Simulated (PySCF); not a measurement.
Results of a calculation; reference values are marked as such.
# C2H9Si2

The system: C2H9Si2, a small molecule (built as: Si site whose three back bonds go to SiH3, CH3, CH3); neutral, doublet. The structure, one conformer, was relaxed in the gas phase by PBE0-D3(BJ)/def2-SVP. No frequency run checks that it is a minimum.

SMILES: C[Si](C)[SiH3]

```xyz
13

Si    0.510   -0.034   -0.371
Si   -1.099    1.620   -0.736
C    -0.167   -1.781   -0.615
C     1.380    0.129    1.298
H    -2.241    1.577    0.239
H    -0.469    2.974   -0.639
H    -1.671    1.463   -2.112
H    -0.665   -1.885   -1.591
H    -0.899   -2.030    0.171
H     0.646   -2.523   -0.566
H     0.680   -0.084    2.125
H     2.215   -0.586    1.370
H     1.783    1.142    1.443
```
Atoms count from 1 in this order.

EPR values by unrestricted B3LYP, IGLO-III on C Si, pcH-1 on H.

Predict g and the largest hyperfine couplings. Where does the spin sit?

g = 2.0020, 2.0042, 2.0051. The spin sits on Si1 (92 %, bonded to 2 C + 1 Si) by Mulliken populations.
```
atom  isotope  isotropic (MHz)  dipolar, principal values (MHz)
 Si1     29Si           -413.1               -161.6, 80.5, 81.1
  H5       1H             70.2                  -2.3, -0.3, 2.6
  H9       1H             62.7                   -3.6, 0.1, 3.5
 H11       1H             62.6                   -3.6, 0.1, 3.5
 Si2     29Si            -49.4                  -11.0, 3.5, 7.5
  C4      13C             14.2                  -3.0, -2.6, 5.7
```

How do the isotropic couplings move with BHandHLYP?

Si1 -413.1 to -446.2 MHz, H5 70.2 to 67.9 MHz, H9 62.7 to 61.5 MHz, H11 62.6 to 61.4 MHz.
